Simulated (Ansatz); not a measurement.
Consider the substitution at a C–Si bond: `C=C[SiH](C)O[SiH3]` + `[OH][Zr]([F])([F])[Br]` → `C[O][Zr]([F])([F])[Br]` + `C=C[SiH2]O[SiH3]`.

Gas-phase electronic energies from Ansatz, PBE0-D4/def2-TZVP geometries. CBS: MP2 limit from def2 TZ/QZ plus the TZ coupled-cluster correction, frozen cores. Functionals use def2-TZVPP. B3LYP here is the variant with VWN-RPA as its local correlation; programs differ in this. HSE06 is defined as in plane-wave codes. Elements past krypton have def2 core potentials. For Br, Zr outer-core shells are correlated without core-valence functions, which leaves a few kJ/mol of doubt a bond. Scalar relativity is left out up to krypton. Each species was taken in one conformer, which may not be the lowest.

| level | ΔE (kJ/mol) | difference from CCSD(T)/CBS |
| --- | --- | --- |
| LDA (SPW92) | 91.5 | -1.7 |
| revPBE-D4 | 89.4 | -3.8 |
| BLYP-D4 | 82.7 | -10.5 |
| r2SCAN-D4 | 93.1 | -0.1 |
| B97M-V | 92.7 | -0.5 |
| PBE0-D4 | 91.9 | -1.3 |
| B3LYP-D4 | 85.2 | -8.0 |
| r2SCANh-D4 | 93.9 | 0.7 |
| r2SCAN0-D4 | 94.8 | 1.6 |
| HSE06-D4 | 91.5 | -1.7 |
| BHLYP-D4 | 86.0 | -7.2 |
| CAM-B3LYP-D4 | 86.3 | -6.9 |
| ωB97X-V | 88.2 | -5.0 |
| ωB97M-V | 94.6 | 1.4 |
| B2PLYP | 84.4 | -8.8 |
| PBE | 86.2 | -7.0 |
| BLYP | 76.8 | -16.4 |
| r2SCAN | 92.2 | -1.0 |
| PBE0 | 89.3 | -3.9 |
| r2SCANh | 93.0 | -0.2 |
| r2SCAN0 | 93.8 | 0.6 |
| HSE06 | 89.1 | -4.1 |
| BHLYP | 82.6 | -10.6 |
| CAM-B3LYP | 83.6 | -9.6 |
| LC-ωPBE | 92.9 | -0.3 |
| RPA@PBE/def2-TZVPP | 77.9 | -15.3 |
| HF/def2-SVP | 65.4 | -27.8 |
| CCSD/def2-SVP | 70.6 | -22.6 |
| CCSD(T)/def2-SVP | 70.0 | -23.2 |
| HF/def2-TZVPP | 75.7 | -17.5 |
| MP2/def2-TZVPP | 92.9 | -0.3 |
| SCS-MP2/def2-TZVPP | 84.8 | -8.4 |
| CCSD/def2-TZVPP | 87.2 | -6.0 |
| CCSD(T)/def2-TZVPP | 87.5 | -5.7 |
| HF/def2-QZVPP | 75.4 | -17.8 |
| MP2/def2-QZVPP | 96.1 | 2.9 |
| SCS-MP2/def2-QZVPP | 88.1 | -5.1 |
| HF/CBS(def2) | 75.4 | -17.8 |
| MP2/CBS(def2) | 98.6 | 5.4 |
| CCSD/CBS(def2) | 92.9 | -0.3 |
| CCSD(T)/CBS | 93.2 | 0 |

Largest T1 diagnostic among the species: 0.015.

From BLYP to BHLYP (50 % exact exchange), in def2-TZVPP and without D4, ΔE moves by +5.8 kJ/mol. At CCSD(T), def2-SVP lies −23.2 kJ/mol from the extrapolated value and def2-TZVPP −5.7 kJ/mol.
